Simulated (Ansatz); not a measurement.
Cost and result up the ladder for `COc1ccc(-c2ccc(-c3ccc(-c4ccc(-c5ccc(-c6ccc(C(F)=C(F)F)cc6)cc5)cc4)cc3)cc2)cc1` (70 atoms). The state is a singlet with charge 0. Geometry: PBE-D4/def2-SVP.

```xyz
70

C    -0.566    8.901  -11.390
O    -0.229    9.243  -10.059
C    -0.244    8.263   -9.116
C     0.106    8.656   -7.805
C     0.123    7.722   -6.771
C    -0.210    6.362   -6.994
C    -0.186    5.373   -5.892
C    -1.098    4.293   -5.851
C    -1.071    3.356   -4.814
C    -0.131    3.451   -3.761
C    -0.099    2.457   -2.663
C    -0.480    1.111   -2.876
C    -0.449    0.173   -1.840
C    -0.032    0.531   -0.537
C     0.005   -0.463    0.561
C    -0.931   -1.521    0.628
C    -0.898   -2.456    1.665
C     0.074   -2.384    2.690
C     0.108   -3.374    3.792
C     0.552   -3.017    5.086
C     0.583   -3.949    6.127
C     0.170   -5.287    5.928
C     0.199   -6.273    7.033
C    -0.746   -7.322    7.109
C    -0.724   -8.248    8.153
C     0.251   -8.168    9.176
C     0.217   -9.167   10.243
F    -0.696  -10.158   10.100
C     0.964   -9.232   11.375
F     1.900   -8.353   11.707
F     0.839  -10.188   12.278
C     1.205   -7.124    9.105
C     1.173   -6.203    8.057
C    -0.274   -5.644    4.634
C    -0.303   -4.712    3.593
C     1.012   -1.328    2.622
C     0.978   -0.391    1.585
C     0.349    1.876   -0.323
C     0.314    2.814   -1.358
C     0.780    4.532   -3.801
C     0.752    5.468   -4.839
C    -0.561    5.990   -8.309
C    -0.580    6.916   -9.362
H    -1.606    8.509  -11.469
H     0.132    8.145  -11.815
H    -0.489    9.832  -11.983
H     0.354    9.713   -7.627
H     0.375    8.057   -5.753
H    -1.870    4.208   -6.631
H    -1.823    2.553   -4.798
H    -0.770    0.785   -3.886
H    -0.717   -0.872   -2.054
H    -1.727   -1.587   -0.130
H    -1.669   -3.241    1.705
H     0.843   -1.976    5.291
H     0.897   -3.623    7.130
H    -1.537   -7.396    6.347
H    -1.478   -9.047    8.193
H     1.990   -7.037    9.868
H     1.947   -5.422    8.014
H    -0.566   -6.685    4.430
H    -0.618   -5.038    2.590
H     1.809   -1.261    3.378
H     1.747    0.394    1.545
H     0.642    2.201    0.687
H     0.579    3.860   -1.142
H     1.552    4.619   -3.022
H     1.503    6.273   -4.855
H    -0.799    4.938   -8.527
H    -0.847    6.574  -10.371
```

Ansatz on 2 threads of AMD EPYC 7R13 on a shared host and a share (18 GiB) of an NVIDIA H100 80GB HBM3. Times are rough, and most runs start from the orbitals of an earlier one. PBE0-D4/def2-SVP serves as the yardstick here, not as an exact answer. Differences are given only for rows in sets of like size (and for xTB, whose basis is part of the method), since another set adds its own error. Binding counts from free atoms at the same level (C triplet, O triplet, F doublet, H doublet; other spins of the atoms weren't run), without zero-point energy or a counterpoise term.

B3LYP takes the VWN-RPA correlation. Single mean-field runs in 6-31G, def2-SVP, def2-mTZVP are fitted with def2-universal-jkfit.

| level | functions | wall time | binding energy per atom (eV) | difference from PBE0-D4/def2-SVP (eV) |
| --- | --- | --- | --- | --- |
| HF/6-31G | 441 | 7 s | 3.63 | – |
| HF/STO-3G | 242 | 8 s | 4.39 | – |
| LDA (SPW92)/def2-SVP | 737 | 9 s | 6.24 | 0.79 |
| B3LYP-D4/6-31G | 441 | 9 s | 5.15 | – |
| BLYP-D4/def2-SVP | 737 | 10 s | 5.37 | -0.08 |
| PBE0-D4/def2-SVP | 737 | 11 s | 5.45 | 0.00 |
| r2SCAN-D4/def2-mTZVP | 903 | 11 s | 5.26 | – |
| r2SCAN-D4/def2-SVP (with forces) | 737 | 12 s | 5.38 | -0.07 |
| PBE-D4/def2-SVP | 737 | 13 s | 5.58 | 0.13 |
| r2SCANh-D4/def2-SVP (with forces) | 737 | 14 s | 5.35 | -0.11 |
